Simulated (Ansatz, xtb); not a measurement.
# Relaxing a trial structure of CH3AlFO2

The starting geometry of this gas-phase doublet was built from a drawn formula by distance geometry and a force field; its bonds are those of `[OH][Al][C@H](O)F`.

```yaml
atoms:
  - { symbol: C, position_ang: [-1.7988, 0.4278, 0.6586] }
  - { symbol: Al, position_ang: [-2.5912, 0.7773, 2.4793] }
  - { symbol: F, position_ang: [-2.2356, -0.8222, 0.2163] }
  - { symbol: O, position_ang: [-2.2451, 2.3360, 3.3170] }
  - { symbol: O, position_ang: [-2.2597, 1.4304, -0.2312] }
  - { symbol: H, position_ang: [-1.4376, 2.1876, 3.8380] }
  - { symbol: H, position_ang: [-0.6928, 0.4790, 0.7204] }
  - { symbol: H, position_ang: [-1.7567, 1.2139, -1.0662] }
```

Q: Predict what it relaxes into with r2SCAN-D4/def2-SVP.

A: It keeps its bonds, and is `[OH][Al][C@H](O)F`.

The energy falls by 0.49 eV over 16 steps:

```tsv
step	E − E(last) (eV)
1	0.488
3	0.345
4	0.128
6	0.012
8	0.003
9	0.000
11	0.000
13	0.000
14	0.000
16	0.000
```

Final geometry (Å):

```yaml
atoms:
  - { symbol: C, position_ang: [-1.8141, 0.4509, 0.6240] }
  - { symbol: Al, position_ang: [-2.6913, 0.9874, 2.3720] }
  - { symbol: F, position_ang: [-2.0754, -0.8795, 0.2761] }
  - { symbol: O, position_ang: [-1.6482, 1.9707, 3.3102] }
  - { symbol: O, position_ang: [-2.3699, 1.3116, -0.3110] }
  - { symbol: H, position_ang: [-1.8431, 2.3972, 4.1495] }
  - { symbol: H, position_ang: [-0.7058, 0.5350, 0.6520] }
  - { symbol: H, position_ang: [-1.8698, 1.2564, -1.1405] }
```

From the same start GFN2-xTB ends elsewhere, differing in Al2–O5 (1.99 against 2.72 Å here).

No frequencies were run, so the end isn't proven a minimum. Open shells are spin-unrestricted. Run with Ansatz 0.2.0, 47 s on 2 threads of Intel(R) Xeon(R) 6975P-C (Granite Rapids) (shared host).
